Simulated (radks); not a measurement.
Species: Sm XII. Configuration: [Kr] 4d10 4f3 5s2.

All-electron calculation, non-relativistic Kohn-Sham, LB94 model potential, spin-polarised, spherical densities, point nucleus; open shells are filled with parallel spins first (spin-orbit coupling, left out, can overturn this in heavy ions); relativity is left out, which matters for an element this heavy. Program: a radial shooting solver on a logarithmic mesh with Libxc functionals.

Energy parts (Ry):
part                   energy
kinetic            20046.9762
electron-nucleus  -46767.2615
Hartree             7152.0643
(The LB94 potential has no energy functional, so no total or exchange-correlation energy is given.)

Orbitals (lengths in bohr, moments of r in powers of bohr):
orbital  occ.  eigenvalue (Ry)      <r^4>
1s up       1        -3264.113  1.610e-06
1s down     1        -3264.113  1.610e-06
2s down     1        -529.4790  0.0002736
2s up       1        -529.4749  0.0002736
2p down     3        -504.0126  0.0001747
2p up       3        -504.0098  0.0001747
3s down     1        -128.1397    0.01028
3s up       1        -128.1351    0.01030
3p down     3        -116.7877   0.009458
3p up       3        -116.7827   0.009479
3d down     5        -95.56280   0.006926
3d up       5        -95.55640   0.006944
4s up       1        -36.74325     0.2463
4s down     1        -36.56944     0.2468
4p up       3        -32.35400     0.2785
4p down     3        -32.18236     0.2791
4d up       5        -24.53612     0.3683
4d down     5        -24.36930     0.3694
5s up       1        -15.28434      4.121
5s down     1        -15.15344      4.172
4f up       3        -14.94766     0.7015
4f down     0        -14.79478     0.7068

The highest occupied level is 4f up at -203.37 eV. Spin moment in Bohr magnetons: 3.
